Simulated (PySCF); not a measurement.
**Which basis set comes closest?**

Molecule: SMILES C=CP(=O)(C=C)C=C, C6H9OP.

Numbering as in the mapped SMILES `[CH2:1]=[CH:2][P:3](=[O:4])([CH:5]=[CH2:6])[CH:7]=[CH2:8]`; H(Xn) means a hydrogen on atom n. Ha(C1), Ha(C6), Ha(C8) are cis to P3; Hb(C1), Hb(C6), Hb(C8) are trans to P3.

Geometry PBE0-D3(BJ)/def2-SVP throughout; GIAO in PySCF 2.14.0 with density-fitted response routines, gas phase, one conformer, non-relativistic; equivalent atoms averaged; functional PBE0.

Reference values (measured; solution; Yu. Yu. Rusakov, I. L. Rusakova, Phys. Chem. Chem. Phys. 2023, supporting information (pecS-n basis sets for 31P)): δ(P3) = 17.7 ppm vs 85 % H3PO4. Computed shifts are taken against H3PO4, calculated as an isolated molecule at each level.

How do the basis sets pcSseg-0, cc-pVDZ, def2-SVP, aug-cc-pVDZ, def2-TZVP perform against the reference? Times are CPU seconds on 1 thread of an Intel Xeon Platinum 8259CL, shared host.

Answers


| basis set | functions | P3 | abs. error P | core-s |
| --- | --- | --- | --- | --- |
| pcSseg-0 | 94 | -56.8 | 74.5 | 16 |
| cc-pVDZ | 161 | -4.7 | 22.4 | 36 |
| def2-SVP | 161 | -2.6 | 20.3 | 35 |
| aug-cc-pVDZ | 269 | -20.0 | 37.7 | 81 |
| def2-TZVP | 308 | -9.1 | 26.8 | 91 |

For 31P the closest is def2-SVP (20.3 ppm) and the furthest pcSseg-0 (74.5 ppm). Where a smaller basis beats a larger one, errors probably cancel. One molecule is a small sample, and vibrational and solvent effects are absent from the calculation.

A small basis that lands close on one nucleus may do so by chance; judge by the trend and by all nuclei.
